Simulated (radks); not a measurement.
Problem. These are the eigenvalues of the occupied orbitals of an atom or ion with whole-number occupations (eV). All-electron calculation, non-relativistic Kohn-Sham, PBE, spin-polarised, spherical densities, point nucleus. Program: a radial shooting solver on a logarithmic mesh with Libxc functionals.

| orbital | eigenvalue |
|---|---|
| 1s | -36947.89 |
| 2s | -5737.523 |
| 2p | -5421.732 |
| 3s | -1245.070 |
| 3p | -1109.310 |
| 3d | -856.5677 |
| 4s | -268.7663 |
| 4p | -218.5540 |
| 4d | -130.8040 |
| 5s | -58.3865 |
| 5p | -44.4584 |

Which element is it, and in what charge state? The configuration may be excited. Open shells, if any, are filled with parallel spins first.

Solution. Z = 57, lanthanum, charge +3: La3+ in [Xe]. The list shows which subshells hold electrons but not how many an open one holds; the 1s level, -1357.8 hartree, gives Z - s = 52.1 by -(Z - s)^2/2, which with screening narrows Z to a few neighbours, and the depths of the outer levels then fix element, charge and occupations together.
